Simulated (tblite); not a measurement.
Compound: C₅H₉ClO₃Si.
Numbering: `[CH3:1][O:2][C:3](=[O:4])[CH2:5][C:6](=[O:7])[SiH2:8][CH2:9][Cl:10]` (hydrogens: H11, H12, H13 on C1; H14, H15 on C5; H16, H17 on Si8; H18, H19 on C9)

The geometry is computed with GFN2-xTB (gas phase).

List the bond lengths, angles and torsions at this level.

```json
{"bond": "C1–O2", "length (Å)": "1.425"}
{"bond": "O2–C3", "length (Å)": "1.325"}
{"bond": "C3=O4", "length (Å)": "1.210"}
{"bond": "C3–C5", "length (Å)": "1.501"}
{"bond": "C5–C6", "length (Å)": "1.524"}
{"bond": "C6=O7", "length (Å)": "1.204"}
{"bond": "C6–Si8", "length (Å)": "1.929"}
{"bond": "Si8–C9", "length (Å)": "1.908"}
{"bond": "C9–Cl10", "length (Å)": "1.782"}
{"bond": "C1–H11, C1–H12, C1–H13", "length (Å)": "1.090"}
{"bond": "C5–H14, C5–H15", "length (Å)": "1.091"}
{"bond": "Si8–H16", "length (Å)": "1.468"}
{"bond": "Si8–H17", "length (Å)": "1.457"}
{"bond": "C9–H18, C9–H19", "length (Å)": "1.087"}
```

Bonds in one row agree within 0.01 Å and their mean is given. A selection of angles:
```json
{"angle": "C1–O2–C3", "degrees": "117.5"}
{"angle": "O2–C3–O4", "degrees": "124.3"}
{"angle": "O2–C3–C5", "degrees": "112.7"}
{"angle": "O4–C3–C5", "degrees": "123.0"}
{"angle": "C3–C5–C6", "degrees": "107.1"}
{"angle": "C5–C6–O7", "degrees": "121.1"}
{"angle": "C5–C6–Si8", "degrees": "116.8"}
{"angle": "O7–C6–Si8", "degrees": "122.0"}
{"angle": "C6–Si8–C9", "degrees": "110.4"}
{"angle": "Si8–C9–Cl10", "degrees": "108.3"}
```

Dihedral angles: C1–O2–C3–O4 0° (synperiplanar); O2–C3–C5–C6 142° (anticlinal); C3–C5–C6–O7 -127° (anticlinal); C5–C6–Si8–C9 -105° (anticlinal); C6–Si8–C9–Cl10 -166° (antiperiplanar). The mirror-image conformer, all signs reversed, is as good.

The 2 C–Si bonds span 1.908 Å (Si8–C9, drawn single) to 1.929 Å (C6–Si8, drawn single), a spread of 0.021 Å. The 4 C–O bonds span 1.204 Å (C6=O7, drawn double) to 1.425 Å (C1–O2, drawn single), a spread of 0.221 Å. Of the pairs four or more bonds apart, O4···Si8 is among the closest relative to their van der Waals radii: 2.71 Å, 75 % of the sum of Bondi's values. O2 (ester single-bonded oxygen) is bent (angle 117.5°). Si8 (SiH2 silicon) is distorted tetrahedral (angles from 102.6° to 113.3°). The 2 C–C bonds span 1.501 Å (C3–C5, drawn single) to 1.524 Å (C5–C6, drawn single), a spread of 0.023 Å.

Point group: C1 (no symmetry element, even within 0.4 Å). Its GFN2-xTB frequencies are all real (lowest 20 cm⁻¹). One conformer, not necessarily the lowest. 3 starts were optimised and ended at 0.00, 3.99 and 4.33 kcal/mol (GFN2-xTB); the lowest of these is shown.
